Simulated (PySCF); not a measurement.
**Computed properties of Zn(H)(GeH3) (GeH4Zn), SMILES [GeH3][ZnH]**

Zn(H)(GeH3) (GeH4Zn), SMILES [ZnH][GeH3]. Coordinates come from a B3LYP-D3(BJ)/def2-TZVP optimisation. The values are those of a single conformer. All values are computed for the isolated molecule unless a solvent is named; none is compared with measurement here.

**Structure.** The optimised structure has C3v symmetry. All 12 harmonic modes at B3LYP-D3(BJ)/def2-TZVP (PySCF) are real, so it is a minimum.

**Vibrations.** The strongest infrared lines (harmonic, unscaled, degenerate partners summed) lie at 1840 cm⁻¹ (323 km/mol, H 98 %), 2098 cm⁻¹ (271 km/mol, H 98 %), 797 cm⁻¹ (248 km/mol, H 97 %). The softest mode is at 246 cm⁻¹ and the zero-point energy is 17.9 kcal/mol.

**Electronic structure.** r2SCAN/def2-TZVPD (PySCF) places the frontier levels at -6.58 and -1.50 eV, a gap of 5.08 eV, and gives a dipole moment of 0.39 D and a mean polarisability of 66.1 bohr³.

**Excitations.** TDA-PBE0/def2-SVPD (PySCF) has S1 at 5.03 eV (247 nm, f = 0.012, weak); the most intense of the 10 singlets computed lies at 6.44 eV (f = 0.39). Strengths of degenerate partners are summed. T1 (TDA) is at 4.45 eV, 0.58 eV under S1. No vertical singlet excitation falls in the visible range (under 3.1 eV).

**NMR.** GIAO shifts at B3LYP/pcSseg-1 (PySCF) (non-relativistic, atoms alike by connectivity averaged): ¹H from 3.2 to 5.6 ppm against TMS.
